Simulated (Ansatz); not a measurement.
Basis-set extrapolation for CH7BN2O (`CNB(N)O`) (PBE0-D4/def2-TZVP geometry, frozen core, Ansatz 0.2.0). Multiplicity 1, RHF reference.

```json
{"": "HF", "def2-TZVPP": "-250.633049", "def2-QZVPP": "-250.645589"}
{"": "MP2 correlation", "def2-TZVPP": "-0.938529", "def2-QZVPP": "-1.006642"}
{"": "CCSD(T) correlation", "def2-TZVPP": "-1.007170", "def2-QZVPP": "not run"}
```

Energies in hartree. Use E(X) = E(∞) + A·exp(−7.88·√X) for Hartree–Fock and E(X) = E(∞) + B·X^(−2.97) for correlation, with X = 3 and 4, and add CCSD(T) minus MP2 of the smaller set to the MP2 limit.

What is the CCSD(T) energy at the basis-set limit?

HF limit: -250.645589 + (-0.012540) × 0.13774 = -250.64732. MP2 limit: -1.006642 + (-0.068113) × 0.74074 = -1.05710. Higher-order term: -1.007170 − (-0.938529) = -0.06864. Total: -251.77306 hartree, 348.8 kJ/mol below CCSD(T)/def2-TZVPP.
